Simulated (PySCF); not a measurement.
In(H)(F)(vinyl) (C₂H₄FIn), SMILES C=[CH][InH][F].

Geometry: B3LYP-D3(BJ)/def2-SVP. The def2 effective core potentials stand for the cores of In; spin–orbit coupling is left out. One conformer was computed; it need not be the lowest.

These are B3LYP/def2-TZVP run with PySCF values and carry that method's errors.

Symmetry labels are those of the subgroup Cs that the program uses (full group Cs).

Computed valence orbital energies around the gap with their symmetry:
```
orbital  symmetry  energy (eV)
-------  --------  -----------
HOMO−7         A'       -12.95
HOMO−6         A'       -11.99
HOMO−5         A'       -11.15
HOMO−4         A'        -9.57
HOMO−3         A"        -9.44
HOMO−2         A'        -9.20
HOMO−1         A"        -8.18
HOMO           A'        -7.98
LUMO           A"        -2.07
LUMO+1         A'        -0.94
LUMO+2         A"        -0.27
LUMO+3         A'        -0.08
```
